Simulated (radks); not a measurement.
Results of a calculation; reference values are marked as such.
Ionisation of the boron ion B+, [He] 2s2, to B2+, [He] 2s1, under several functionals. Scalar-relativistic Kohn-Sham, spin-polarised, spherical densities, point nucleus; open shells are filled with parallel spins first; a radial shooting solver on a logarithmic mesh with Libxc functionals.

functional,E(B+) (hartree),Exc (hartree),IE (eV),-e(HOMO) (eV),<r> HOMO (bohr),IE error (eV)
HCTH/407,-24.34142,-3.58658,25.031,19.691,1.783,-0.124
"LDA (Slater exchange, Perdew-Wang correlation)",-24.04481,-3.26463,24.559,19.411,1.787,-0.596
OLYP,-24.35101,-3.59990,24.631,19.442,1.784,-0.523
BP86,-24.33833,-3.58393,24.706,19.600,1.778,-0.449
BLYP,-24.34436,-3.58897,24.610,19.404,1.780,-0.545
RPBE,-24.35709,-3.60408,24.706,19.541,1.780,-0.449

NIST Atomic Spectra Database: 25.155 eV (measured). Closest: HCTH/407. The Delta-SCF values span 0.47 eV, the total energies 0.31 hartree. The highest occupied level is 2s.
